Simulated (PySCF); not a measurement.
Relaxation of quartet ReO₂

Level of theory: UPBE0 in PySCF with Re def2-TZVP with ECP60, O def2-TZVP; scalar-relativistic core potentials, no spin–orbit coupling; density-fitted integrals. A (50,194) grid was used.

A start displaced from a saddle point along its imaginary mode, of C2v symmetry, held to at least that symmetry:

```xyz
3
charge 0 multiplicity 4, angstrom
Re    0.0205    0.0002    0.0000
O    -0.1200   -0.0011    1.7404
O    -0.1200   -0.0011   -1.7404
```

**Question.** What does it relax to?

**Answer.** It ends at C2v with Re–O 1.704 Å (×2); O–Re–O 132.6°. A frequency run shows a minimum. Other isomers or separated fragments may lie lower.

**Question.** How much energy is released, and in how many steps?

**Answer.** 51.4 kJ/mol in 8 steps.

Other spin states or occupations of the open shell can lie lower. No spin–orbit coupling is included, which matters more the heavier the element.

The relaxation took of the order of 60 core-seconds on a shared host.
